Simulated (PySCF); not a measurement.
## SrCd⁺: energy against distance

Set-up: basis Sr def2-SVPD with ECP28, Cd def2-SVPD with ECP28; scalar-relativistic core potentials; PySCF 2.14. Energies in eV from Sr⁺ + Cd in their ground configurations at the same level. State: ²Σ⁺ (doublet), unpaired electrons σ ↑.

All columns are UHF. A positive dipole points towards Cd; it is taken about the centre of mass and depends on that origin.

```json
{"R (Å)": "3.068", "E (eV)": "0.159", "μ (D)": "-3.33", "Mulliken charge on Sr (basis-dependent)": "0.90", "HOMO (eV)": "-9.28", "LUMO (eV)": "-3.80", "Mayer bond order": "0.35", "⟨S²⟩": "0.79"}
{"R (Å)": "3.210", "E (eV)": "-0.029", "μ (D)": "-3.67", "Mulliken charge on Sr (basis-dependent)": "0.91", "HOMO (eV)": "-9.32", "LUMO (eV)": "-3.83", "Mayer bond order": "0.31", "⟨S²⟩": "0.79"}
{"R (Å)": "3.353", "E (eV)": "-0.149", "μ (D)": "-4.05", "Mulliken charge on Sr (basis-dependent)": "0.92", "HOMO (eV)": "-9.37", "LUMO (eV)": "-3.87", "Mayer bond order": "0.28", "⟨S²⟩": "0.79"}
{"R (Å)": "3.460", "E (eV)": "-0.205", "μ (D)": "-4.37", "Mulliken charge on Sr (basis-dependent)": "0.92", "HOMO (eV)": "-9.41", "LUMO (eV)": "-3.91", "Mayer bond order": "0.27", "⟨S²⟩": "0.79"}
{"R (Å)": "3.567", "E (eV)": "-0.240", "μ (D)": "-4.70", "Mulliken charge on Sr (basis-dependent)": "0.92", "HOMO (eV)": "-9.45", "LUMO (eV)": "-3.94", "Mayer bond order": "0.26", "⟨S²⟩": "0.79"}
{"R (Å)": "3.674", "E (eV)": "-0.260", "μ (D)": "-5.06", "Mulliken charge on Sr (basis-dependent)": "0.91", "HOMO (eV)": "-9.50", "LUMO (eV)": "-3.98", "Mayer bond order": "0.25", "⟨S²⟩": "0.79"}
{"R (Å)": "3.817", "E (eV)": "-0.268", "μ (D)": "-5.57", "Mulliken charge on Sr (basis-dependent)": "0.91", "HOMO (eV)": "-9.56", "LUMO (eV)": "-4.03", "Mayer bond order": "0.24", "⟨S²⟩": "0.79"}
{"R (Å)": "3.995", "E (eV)": "-0.259", "μ (D)": "-6.26", "Mulliken charge on Sr (basis-dependent)": "0.91", "HOMO (eV)": "-9.63", "LUMO (eV)": "-4.09", "Mayer bond order": "0.23", "⟨S²⟩": "0.78"}
{"R (Å)": "4.209", "E (eV)": "-0.234", "μ (D)": "-7.15", "Mulliken charge on Sr (basis-dependent)": "0.91", "HOMO (eV)": "-9.73", "LUMO (eV)": "-4.16", "Mayer bond order": "0.21", "⟨S²⟩": "0.78"}
{"R (Å)": "4.494", "E (eV)": "-0.194", "μ (D)": "-8.41", "Mulliken charge on Sr (basis-dependent)": "0.91", "HOMO (eV)": "-9.84", "LUMO (eV)": "-4.24", "Mayer bond order": "0.18", "⟨S²⟩": "0.76"}
```

A fit through these points gives, at Re = 3.815 Å, μ = -5.56 D and dμ/dR = -3.71 D/Å; the reduced mass is 49.61 u.

Question: How strong is the fundamental in the double-harmonic approximation, I = 42.26·(dμ/dR)²/μred km/mol?

Answer: I = 42.26·(-3.71)²/49.61 = 11.7 km/mol at UHF.

Spin–orbit coupling is left out. For an ion De counts to the pair picked by the measured ionisation energies or electron affinities, which need not be the lowest pair at this level. Hartree–Fock leaves out correlation, which carries a large part of most bond energies and some tenths to 1 eV of ionisation energies. The state is the lowest determinant that a PBE0 search found; another state may lie lower at other levels.
